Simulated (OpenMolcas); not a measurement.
## F V: from CASSCF to CASPT2

```yaml
Program: OpenMolcas
Basis: ANO-RCC [8s7p4d3f2g]
Scalar_Hamiltonian: DKH2, point nucleus
Active_space: 3 electrons in 8 orbitals (2s 2p 3s 3p)
State_averaging: 2S+1 = 4 odd, 1 root; 2S+1 = 2 odd, 8 roots; 2S+1 = 4 even, 3 roots; 2S+1 = 2 even, 9 roots
Spin-orbit_coupling: RASSI with atomic mean-field integrals over the reference wave functions, term energies averaged over their components
```

Methods on the same reference wave functions:
A. CASSCF
B. SS-CASPT2, IPEA 0.25 Eh, imaginary shift 0.1 Eh (closed shells correlated: 1s)

Energies in cm-1 above 2s2 2p 2P* 1/2, the measured ground level; measured values from Moore, Atomic Energy Levels, vol. I, NSRDS-NBS 35 (1971 reprint of NBS Circular 467, 1949).

| Level | A | B | Measured |
| --- | --- | --- | --- |
| 2s2 2p 2P* 1/2 | 0.0 | 0.0 | 0.0 |
| 2s2 2p 2P* 3/2 | 731 | 731 | 746 |
| 2s 2p2 4P 1/2 | 80351 | 84990 |  |
| 2s 2p2 4P 3/2 | 80599 | 85240 |  |
| 2s 2p2 4P 5/2 | 81006 | 85650 |  |
| 2s 2p2 2D 3/2 | 158517 | 152790 | 152898 |
| 2s 2p2 2D 5/2 | 158521 | 152800 | 152876 |
| 2s 2p2 2S 1/2 | 199515 | 197720 | 197565 |
| 2s 2p2 2P 1/2 | 225542 | 215470 | 214881 |
| 2s 2p2 2P 3/2 | 226038 | 215960 | 215348 |
| 2p3 4S* 3/2 | 274013 | 275880 |  |

Deviations, from unrounded energies. A percentage is the sum of absolute deviations over the sum of measured energies, with the sign that they share, or ± where signs differ.

| Against measurement | Levels | A | B |
| --- | --- | --- | --- |
| mean absolute deviation (cm-1) | 6 | 5800 | 260 |
| fine structure of the ground term (%) | 1 | -2.0 | -2.0 |
| other configurations (%) | 5 | +3.7 | ±0.2 |

B lies closest to measurement on these levels. The largest miss of B in the table is 2s 2p2 2P 3/2, by +610 cm-1. The ranking rests on the paired levels alone, and a cruder setting can come out closer through cancelling errors.

The lowest spin-free term lies below A's lowest term by 0.074 hartree in B.

CASPT2 breaks the degeneracy within a term, and the mean is taken; among the terms shown or strongly mixed into the levels shown the widest spread is 14 cm-1 (2s 2p2 2P, B). Active for correlation alone: 3p 3s; no level in the range computed is led by a configuration that fills them, so any true level of that kind is missing. Measured partners are found by configuration, term and J. A level has none where our copy of the source lacks it or the pairing is in doubt (some pairs that miss far off the trend of their configuration count as doubtful), and it then counts in no deviation. Only configurations of the active space appear. Levels that lie high or do not pair safely by name in every column are left out.

* marks odd parity.
